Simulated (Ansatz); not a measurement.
Cost and result for the atomization energy of `CO[SiH](C)C` (15 atoms, 14 bonds).

```xyz
15

C    -0.771   -1.694    1.359
O     0.083   -0.597    1.160
Si    0.426    0.015   -0.333
C     1.720    1.323   -0.074
C    -1.105    0.702   -1.152
H    -0.489   -2.549    0.731
H    -0.704   -2.001    2.405
H    -1.816   -1.438    1.143
H     0.956   -1.091   -1.189
H     1.336    2.126    0.560
H     2.026    1.760   -1.028
H     2.605    0.903    0.408
H    -1.539    1.511   -0.559
H    -0.862    1.100   -2.142
H    -1.868   -0.068   -1.286
```

The species carries charge 0 and has multiplicity 1. The geometry is a stationary point of PBE0-D4/def2-TZVP. It is one conformer, not always the lowest. Program: Ansatz. All runs use 4 threads of a server CPU on a shared host. Times are those of one run each, without the atoms' runs, and a repeat can differ threefold. Electronic energies, without spin–orbit coupling; frozen cores. CCSD(T)/CBS adds CCSD(T) − MP2 in def2-TZVPP to the MP2 limit, and its time is that of the two runs behind it. T1 = 0.010. B3LYP takes the VWN-RPA correlation (the form of Gaussian; ORCA's B3LYP/G). HSE06 is the plane-wave form, built on full-range PBE exchange.

CCSD(T)/CBS is a level of theory with its own doubt, some kJ/mol a heavy atom from the limit and from the frozen cores, so smaller differences don't rank the functionals.

```tsv
level	functions	wall time	atomization (kcal/mol)	difference from CCSD(T)/CBS	per bond
LDA (SPW92)/def2-TZVPP	306	1.6 s	1525.4	168.3	12.0
BLYP-D4/def2-TZVPP	306	2.4 s	1347.9	-9.2	-0.7
BHLYP-D4/def2-TZVPP	306	3.7 s	1328.1	-29.0	-2.1
HSE06-D4/def2-TZVPP	306	4 s	1355.1	-2.0	-0.1
CAM-B3LYP-D4/def2-TZVPP	306	4.3 s	1362.8	5.7	0.4
B3LYP-D4/def2-TZVPP (with forces)	306	7 s	1356.2	-0.9	-0.1
PBE-QIDH/def2-TZVPP	306	7 s	1347.6	-9.5	-0.7
ωB97X-V/def2-TZVPP	306	8.5 s	1358.8	1.7	0.1
CCSD(T)/def2-SVP	124	8.5 s	1286.5	-70.6	-5.0
B97M-V/def2-TZVPP	306	9 s	1358.4	1.3	0.1
MP2/def2-QZVPP	598	32 s	1355.3	-1.8	-0.1
CCSD(T)/def2-TZVPP	306	10 min	1326.2	-30.9	-2.2
CCSD(T)/CBS(def2)	–	11 min	1357.1	0.0	0.0
```

From PBE to PBE0 (25 % exact exchange), in def2-TZVPP and without D4, the atomization energy moves by −13.3 kcal/mol: exact exchange takes away binding that semilocal exchange gives to molecules. In def2-TZVPP, CCSD(T) changes the Hartree–Fock value by +302.9 kcal/mol (the triples alone add +14.6 kcal/mol) and MP2 by +313.6 kcal/mol; breaking electron pairs costs correlation energy, which Hartree–Fock lacks. The D4 term adds +10.7 kcal/mol with B3LYP and +5.7 kcal/mol with PBE0; it sums over pairs of atoms, weighted by their polarisabilities, and B3LYP, whose exchange is more repulsive, gets the larger term.
